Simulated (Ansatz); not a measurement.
Reaction (SMILES): NB (BH2-NH2) → B atom + 4 H atom + N atom
B3LYP-D3(BJ)/def2-TZVP geometries, fixed; electronic energies without zero-point terms.

Basis-set convergence of the atomisation energy at PBE with Ansatz (a first-principles code). All functions are spherical. The program fits the integrals of some runs and decomposes those of others, by size. Open shells are unrestricted. No added dispersion term, no relativity. Functions are those of the species that has most. Reference: the value in aug-pcseg-3, 508.96 kcal/mol, itself unsure by roughly 0.20 kcal/mol (its mean distance from aug-cc-pVQZ, cc-pV5Z, def2-QZVPPD). Deviations are taken from unrounded values.

```tsv
basis	functions
def2-SV(P)	36
def2-SVP	48
def2-SVPD	72
aug-pcseg-1	82
def2-TZVP	86
def2-TZVPD	110
def2-TZVPP	118
def2-TZVPPD	142
aug-pcseg-2	184
def2-QZVPP	234
def2-QZVPPD	258
aug-pcseg-3	366
```

Question: Which is the smallest set listed that can be trusted to 4 kcal/mol here, that is, within that of the reference together with its larger relatives (same family, alike in diffuse functions; a set with none to test it counts only in the reference's own line)?

Answer: The smallest set listed that lies within 4 kcal/mol of the reference with all its larger relatives (same family, alike in diffuse functions; a set with none counts only in the reference's own line) is def2-SVP (48 functions, -0.29 kcal/mol off). Value minus reference: def2-SV(P) -9.33, def2-SVP -0.29, def2-SVPD 4.77, aug-pcseg-1 -5.30, def2-TZVP -1.47, def2-TZVPD -1.14, def2-TZVPP -0.18, def2-TZVPPD 0.02, aug-pcseg-2 0.01, def2-QZVPP -0.25, def2-QZVPPD -0.22, aug-pcseg-3 0.00 kcal/mol.
